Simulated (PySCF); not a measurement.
Isomers of C4H9ClO2Si, mass 152.006 u with the commonest isotopes. Method used: wB97X-D/def2-SVPD in PySCF (dipole) on a GFN2-xTB geometry, gas phase. One conformer each, none proved a minimum here; rigid rotors.

Question: Order these by out-of-plane moment Σ m c² = (Ia + Ib − Ic)/2, largest first.
A. `[SiH3:1][O:2][C@@H:3]1[O:4][CH2:5][CH2:6][C@H:7]1[Cl:8]` with Si1–O2–C3–O4 -6°, O2–C3–O4–C5 -108°, C3–O4–C5–C6 12°, O4–C5–C6–C7 -30°, C5–C6–C7–Cl8 -83°
B. `[SiH3:1][O:2][C@:3]1([CH2:4][Cl:5])[CH2:6][CH2:7][O:8]1` with Si1–O2–C3–C4 -129°, O2–C3–C4–Cl5 -177°
C. `[CH2:1]=[CH:2][O:3][C@@H:4]([CH2:5][Cl:6])[O:7][SiH3:8]` with C1–C2–O3–C4 1°, C2–O3–C4–C5 171°, O3–C4–C5–Cl6 -167°, O3–C4–O7–Si8 174°
D. `[OH:1][Si:2]([OH:3])([CH2:4][Cl:5])[CH:6]1[CH2:7][CH2:8]1` with H–O1–Si2–O3 -45°, O1–Si2–O3–H -168°, O1–Si2–C4–Cl5 173°, O1–Si2–C6–C7 -169°
E. `[CH3:1][CH2:2][O:3]/[C:4](=[CH:5]/[Cl:6])[O:7][SiH3:8]` with C1–C2–O3–C4 180°, C2–O3–C4–C5 0°, O3–C4–O7–Si8 0°
F. `[CH3:1][C@@H:2]1[O:3][C@@H:4]([CH2:5][Cl:6])[O:7][SiH2:8]1` with O3–C4–C5–Cl6 -170°, C1–C2–O3–C4 -87°, C2–O3–C4–C5 -154°, O3–C4–O7–Si8 13°, C4–O7–Si8–C2 6°

Answer: D (70.99 u·Å²), A (50.95 u·Å²), B (49.50 u·Å²), F (40.22 u·Å²), C (31.90 u·Å²), E (6.07 u·Å²).

Question: Order these by rotational constant B, smallest first.
A. `[SiH3:1][O:2][C@:3]1([CH2:4][Cl:5])[CH2:6][CH2:7][O:8]1` with Si1–O2–C3–C4 -129°, O2–C3–C4–Cl5 -177°
B. `[SiH3:1][O:2][C@@H:3]1[O:4][CH2:5][CH2:6][C@H:7]1[Cl:8]` with Si1–O2–C3–O4 -6°, O2–C3–O4–C5 -108°, C3–O4–C5–C6 12°, O4–C5–C6–C7 -30°, C5–C6–C7–Cl8 -83°
C. `[CH2:1]=[CH:2][O:3][C@@H:4]([CH2:5][Cl:6])[O:7][SiH3:8]` with C1–C2–O3–C4 1°, C2–O3–C4–C5 171°, O3–C4–C5–Cl6 -167°, O3–C4–O7–Si8 174°
D. `[CH3:1][CH2:2][O:3]/[C:4](=[CH:5]/[Cl:6])[O:7][SiH3:8]` with C1–C2–O3–C4 180°, C2–O3–C4–C5 0°, O3–C4–O7–Si8 0°
E. `[OH:1][Si:2]([OH:3])([CH2:4][Cl:5])[CH:6]1[CH2:7][CH2:8]1` with H–O1–Si2–O3 -45°, O1–Si2–O3–H -168°, O1–Si2–C4–Cl5 173°, O1–Si2–C6–C7 -169°
F. `[CH3:1][C@@H:2]1[O:3][C@@H:4]([CH2:5][Cl:6])[O:7][SiH2:8]1` with O3–C4–C5–Cl6 -170°, C1–C2–O3–C4 -87°, C2–O3–C4–C5 -154°, O3–C4–O7–Si8 13°, C4–O7–Si8–C2 6°

Answer: F (798.8 MHz), B (886.1 MHz), A (920.0 MHz), D (952.4 MHz), C (985.8 MHz), E (1159 MHz).

Question: Order these by dipole moment, largest first.
A. `[CH3:1][C@@H:2]1[O:3][C@@H:4]([CH2:5][Cl:6])[O:7][SiH2:8]1` with O3–C4–C5–Cl6 -170°, C1–C2–O3–C4 -87°, C2–O3–C4–C5 -154°, O3–C4–O7–Si8 13°, C4–O7–Si8–C2 6°
B. `[SiH3:1][O:2][C@@H:3]1[O:4][CH2:5][CH2:6][C@H:7]1[Cl:8]` with Si1–O2–C3–O4 -6°, O2–C3–O4–C5 -108°, C3–O4–C5–C6 12°, O4–C5–C6–C7 -30°, C5–C6–C7–Cl8 -83°
C. `[CH3:1][CH2:2][O:3]/[C:4](=[CH:5]/[Cl:6])[O:7][SiH3:8]` with C1–C2–O3–C4 180°, C2–O3–C4–C5 0°, O3–C4–O7–Si8 0°
D. `[CH2:1]=[CH:2][O:3][C@@H:4]([CH2:5][Cl:6])[O:7][SiH3:8]` with C1–C2–O3–C4 1°, C2–O3–C4–C5 171°, O3–C4–C5–Cl6 -167°, O3–C4–O7–Si8 174°
E. `[SiH3:1][O:2][C@:3]1([CH2:4][Cl:5])[CH2:6][CH2:7][O:8]1` with Si1–O2–C3–C4 -129°, O2–C3–C4–Cl5 -177°

Answer: C (3.84 D), A (3.23 D), B (2.01 D), E (1.57 D), D (0.55 D).

```
                      SMILES  point group  Ia (u·Å²)  Ib (u·Å²)  Ic (u·Å²)      κ  μa (D)  μb (D)  μc (D)
       [SiH3]O[C@]1(CCl)CCO1           C1     180.71     549.31     631.02  -0.88    0.82    0.80    1.08
         CCO/C(=C/Cl)O[SiH3]           Cs     325.20     530.65     843.71  -0.26    3.69    1.06    0.00
C[C@@H]1O[C@@H](CCl)O[SiH2]1           C1     166.83     632.71     719.09  -0.92    3.17    0.35    0.52
      C=CO[C@@H](CCl)O[SiH3]           C1     263.24     512.65     712.08  -0.54    0.42    0.29    0.19
          O[Si](O)(CCl)C1CC1           C1     306.61     435.90     600.54  -0.21    1.56    0.13    0.09
   [SiH3]O[C@@H]1OCC[C@H]1Cl           C1     163.73     570.37     632.20  -0.92    0.39    1.42    1.37
```
